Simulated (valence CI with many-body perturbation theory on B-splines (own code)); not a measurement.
E1 transitions of Ru13+

Calculated by valence CI with perturbative core correlation (CI+MBPT): three valence electrons over a frozen Dirac-Fock core [Ar] 3d10, a basis of 11 s, 11 p, 9 d, 7 f, 5 g, 2 h, 1 i functions for each j, with the one-electron correlation potential Σ1, the two-electron term Σ2, the three-electron term Σ3, Breit, model QED; selected CI, second order for the rest (own B-spline code, finite nucleus).

No measured levels were compared; by estimate levels hold to about 250 cm⁻¹ or 0.2 % of their energy and the worst to 1 %, as in measured heavy ions of charge 2 to 7; those with d or f electrons hold less well.

Lines 151 to 200 of 278 in falling wavelength, among levels below 1109000 cm⁻¹, chosen from the strongest by gf and those to the six lowest levels. Wavelengths and rates use the calculated energies, so an error of 1000 cm⁻¹ moves a line at 22.60 nm by 0.23 % and its rate by three times that or more. Electric multipoles are in the length gauge, E1 and E2 with the static RPA response of the core. Weak lines are less certain than strong ones. Lines between different terms over intervals too small for the method are left out, as are lines whose strength nearly cancels. Where a level lies close to another of its J and parity, the split of strength between their lines is uncertain. The highest levels of a list are the least certain.

Names give the largest LS component (configuration and term), which can be under half, so a name can repeat, a term be missing and a line seem to break the LS rules; names also repeat where a configuration has a term twice. Letters in brackets count levels of one name in rising energy.

| λ vac (nm) | Upper | Lower | A (s⁻¹) | S (a.u.) with core polarisation | S without |
| --- | --- | --- | --- | --- | --- |
| 22.60 | 4s.4p.4d 4D°_5/2 [b] | 4s.4p2 2D_3/2 | 1.09e+10 | 3.73e-01 | 4.07e-01 |
| 22.46 | 4s.4p.4d 2F°_5/2 [a] | 4s.4p2 2D_5/2 | 3.11e+10 | 1.04e+00 | 1.14e+00 |
| 22.40 | 4s.4p.4d 4F°_3/2 | 4s.4p2 4P_1/2 | 4.77e+08 | 1.06e-02 | 1.15e-02 |
| 22.37 | 4s.4p.4d 2P°_1/2 [b] | 4s.4p2 2P_3/2 | 2.27e+10 | 2.51e-01 | 2.74e-01 |
| 22.27 | 4s2.4f 2F°_7/2 | 4s2.4d 2D_5/2 | 1.22e+11 | 5.31e+00 | 5.71e+00 |
| 22.25 | 4s.4p.4d 4P°_5/2 | 4s.4p2 4P_5/2 | 1.10e+10 | 3.59e-01 | 3.92e-01 |
| 22.24 | 4s2.4f 2F°_5/2 | 4s2.4d 2D_5/2 | 9.08e+09 | 2.96e-01 | 3.18e-01 |
| 22.24 | 4p2.4d 2S_1/2 | 4p3 2P°_3/2 | 6.68e+10 | 7.25e-01 | 7.91e-01 |
| 22.22 | 4p2.4d 2P_1/2 [b] | 4p3 2P°_1/2 | 6.63e+10 | 7.18e-01 | 7.82e-01 |
| 22.03 | 4s2.4d 2D_3/2 | 4s2.4p 2P°_3/2 | 1.63e+10 | 3.43e-01 | 3.75e-01 |
| 22.03 | 4p2.4d 4P_5/2 | 4p3 2D°_5/2 | 2.67e+10 | 8.45e-01 | 9.21e-01 |
| 22.01 | 4s.4p.4d 4D°_3/2 | 4s.4p2 4P_5/2 | 2.68e+09 | 5.64e-02 | 6.14e-02 |
| 21.98 | 4s.4p.4d 2P°_3/2 [b] | 4s.4p2 2P_3/2 | 6.89e+10 | 1.44e+00 | 1.57e+00 |
| 21.94 | 4s2.4f 2F°_5/2 | 4s2.4d 2D_3/2 | 1.19e+11 | 3.73e+00 | 4.02e+00 |
| 21.90 | 4s.4p.4d 2F°_5/2 [a] | 4s.4p2 2D_3/2 | 9.20e+09 | 2.86e-01 | 3.11e-01 |
| 21.87 | 4p2.4d 4P_5/2 | 4p3 4S°_3/2 [b] | 3.36e+10 | 1.04e+00 | 1.14e+00 |
| 21.84 | 4p2.4d 4P_3/2 | 4p3 2D°_5/2 | 8.32e+09 | 1.71e-01 | 1.86e-01 |
| 21.81 | 4s.4p.4d 2D°_5/2 | 4s.4p2 2P_3/2 | 1.27e+11 | 3.90e+00 | 4.25e+00 |
| 21.74 | 4s.4p.4d 2P°_3/2 [a] | 4s.4p2 2P_1/2 | 8.75e+10 | 1.78e+00 | 1.94e+00 |
| 21.73 | 4s2.4d 2D_5/2 | 4s2.4p 2P°_3/2 | 8.31e+10 | 2.53e+00 | 2.75e+00 |
| 21.68 | 4s.4p.4d 2D°_3/2 [b] | 4s.4p2 2S_1/2 | 9.32e+10 | 1.88e+00 | 2.04e+00 |
| 21.47 | 4s.4p.4d 4P°_5/2 | 4s.4p2 4P_3/2 | 5.11e+10 | 1.50e+00 | 1.63e+00 |
| 21.25 | 4s.4p.4d 4D°_3/2 | 4s.4p2 4P_3/2 | 1.20e+10 | 2.26e-01 | 2.47e-01 |
| 21.24 | 4p2.4d 2D_5/2 | 4p3 2D°_5/2 | 2.54e+10 | 7.22e-01 | 7.86e-01 |
| 21.21 | 4s.4p.4d 2F°_7/2 [a] | 4s.4p2 2D_5/2 | 2.40e+10 | 9.02e-01 | 9.84e-01 |
| 21.20 | 4p2.4d 4P_1/2 | 4p3 4S°_3/2 [b] | 5.20e+10 | 4.89e-01 | 5.34e-01 |
| 21.12 | 4s.4p.4d 4D°_1/2 | 4s.4p2 4P_3/2 | 1.70e+09 | 1.58e-02 | 1.72e-02 |
| 21.06 | 4p2.4d 2P_1/2 [a] | 4p3 4S°_3/2 [a] | 3.25e+10 | 3.00e-01 | 3.28e-01 |
| 20.93 | 4s.4p.4d 4D°_5/2 [a] | 4s.4p2 4P_5/2 | 2.76e+10 | 7.48e-01 | 8.17e-01 |
| 20.90 | 4s.4p.4d 2D°_3/2 [a] | 4s.4p2 4P_5/2 | 1.09e+10 | 1.97e-01 | 2.15e-01 |
| 20.88 | 4p2.4d 2D_3/2 [a] | 4p3 2D°_5/2 | 9.55e+09 | 1.72e-01 | 1.88e-01 |
| 20.87 | 4p2.4d 4P_5/2 | 4p3 4S°_3/2 [a] | 4.21e+10 | 1.13e+00 | 1.24e+00 |
| 20.79 | 4s.4p.4d 4D°_7/2 | 4s.4p2 4P_5/2 | 9.63e+10 | 3.42e+00 | 3.72e+00 |
| 20.74 | 4p2.4d 2D_3/2 [a] | 4p3 4S°_3/2 [b] | 7.29e+10 | 1.29e+00 | 1.40e+00 |
| 20.74 | 4s.4p.4d 4P°_3/2 | 4s.4p2 4P_5/2 | 1.54e+10 | 2.71e-01 | 2.96e-01 |
| 20.71 | 4p2.4d 4P_3/2 | 4p3 4S°_3/2 [a] | 9.03e+10 | 1.58e+00 | 1.73e+00 |
| 20.66 | 4s.4p.4d 4D°_5/2 [b] | 4s.4p2 4P_5/2 | 3.38e+10 | 8.82e-01 | 9.61e-01 |
| 20.62 | 4p2.4d 2D_3/2 [b] | 4p3 4S°_3/2 [b] | 1.13e+10 | 1.95e-01 | 2.13e-01 |
| 20.54 | 4p2.4d 2F_5/2 [b] | 4p3 2D°_5/2 | 2.91e+10 | 7.47e-01 | 8.14e-01 |
| 20.40 | 4p2.4d 2F_5/2 [b] | 4p3 4S°_3/2 [b] | 7.95e+10 | 2.00e+00 | 2.17e+00 |
| 20.38 | 4s.4p.4d 4D°_3/2 | 4s.4p2 4P_1/2 | 6.93e+10 | 1.16e+00 | 1.26e+00 |
| 20.29 | 4s.4p.4d 2F°_7/2 [b] | 4s.4p2 2D_5/2 | 9.23e+10 | 3.04e+00 | 3.30e+00 |
| 20.28 | 4s2.4d 2D_3/2 | 4s2.4p 2P°_1/2 | 8.11e+10 | 1.34e+00 | 1.46e+00 |
| 20.28 | 4s.4p.4d 2P°_1/2 [b] | 4s.4p2 2P_1/2 | 5.18e+10 | 4.26e-01 | 4.65e-01 |
| 20.26 | 4s.4p.4d 4D°_1/2 | 4s.4p2 4P_1/2 | 1.06e+11 | 8.73e-01 | 9.53e-01 |
| 20.26 | 4p2.4d 4P_1/2 | 4p3 4S°_3/2 [a] | 5.30e+10 | 4.35e-01 | 4.74e-01 |
| 20.25 | 4s.4p.4d 4D°_5/2 [a] | 4s.4p2 4P_3/2 | 2.94e+10 | 7.23e-01 | 7.88e-01 |
| 20.22 | 4s.4p.4d 2D°_3/2 [a] | 4s.4p2 4P_3/2 | 3.12e+10 | 5.09e-01 | 5.56e-01 |
| 20.19 | 4s.4p.4d 2P°_3/2 [a] | 4s.4p2 2D_3/2 | 6.24e+08 | 1.01e-02 | 1.12e-02 |
| 20.19 | 4s.4p.4d 4P°_1/2 | 4s.4p2 4P_3/2 | 7.21e+10 | 5.86e-01 | 6.39e-01 |
